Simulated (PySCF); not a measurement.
**Electron correlation in N⁺ (nitrogen, charge +1)**

[He] 2s1 2p2 3d1, one real determinant (an excited configuration). Computed with PySCF 2.14 in aug-cc-pCVTZ-DK with one added diffuse shell each of s, p, d, f type (8s7p5d3f, 75 functions), with scalar relativity by spin-free X2C-1e. Frozen: nothing; 6 electrons correlated.

MP2 pair energies summed by pair of shells (mhartree):

```csv
pair,energy,share (%)
1s-1s,-36.60,57.5
1s-2p,-7.56,11.9
2p-2p,-7.39,11.6
2s-2p,-5.65,8.9
1s-2s,-3.21,5.1
2p-3d,-2.08,3.3
2s-3d,-1.10,1.7
1s-3d,-0.03,0.0
```

Total MP2 correlation energy: -63.62 mhartree.

Same-spin part -19.88 and opposite-spin part -43.74 mhartree; SCS-MP2 scales them by 1/3 and 6/5 to -59.12 mhartree.

The reference is one real determinant that mixes LS terms of this configuration.
